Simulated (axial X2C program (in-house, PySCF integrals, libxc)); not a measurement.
Correcting the dissociation energy of SeCl for spin–orbit coupling

A spin-free PBE0 curve (one-electron X2C) was computed with an axial X2C code built on PySCF integrals, basis Se dyall-cv3z [8s9p6d4f1g], Cl dyall-av3z [9s8p3d2f] (cores contracted in-house), for the state M_S = 1/2, Λ = 1 (beyond evenly filled blocks: π+α, π+β, π-α). It gives D0 = 2.742 eV to Se + Cl, which in a spin-free picture are the weighted means of the ground terms.

Measured levels of the ground terms (NIST Handbook of Basic Atomic Spectroscopic Data), in cm⁻¹: Se 3P: J = 2 at 0, J = 1 at 1989.5, J = 0 at 2534.4; Cl 2P: J = 3/2 at 0, J = 1/2 at 882.4.

The two components of the molecular doublet are 1859 cm⁻¹ apart in the PBE0 2c search (Ω = 3/2 lower), so the lower one lies 930 cm⁻¹ under their mean.

Q: How far does each ground level lie under the (2J+1)-weighted mean of its term?

A: Se: (5 × 0 + 3 × 1989.5 + 1 × 2534.4)/9 = 945 cm⁻¹; Cl: (4 × 0 + 2 × 882.4)/6 = 294 cm⁻¹.

Q: Correct D0.

A: D0 = 2.742 + (930 − 1239)/8065.5 = 2.704 eV at PBE0 with these spin–orbit terms.

Second-order spin–orbit effects in the molecule, which grow quickly with Z, are left out. The state is one determinant whose occupation by symmetry is held fixed; it was picked as the lowest of a PBE0 search that is not exhaustive. Dissociation energies refer to the lowest single-determinant-based atoms at the same level and basis. Without a current term, density functionals place determinants with orbital angular momentum somewhat too high.
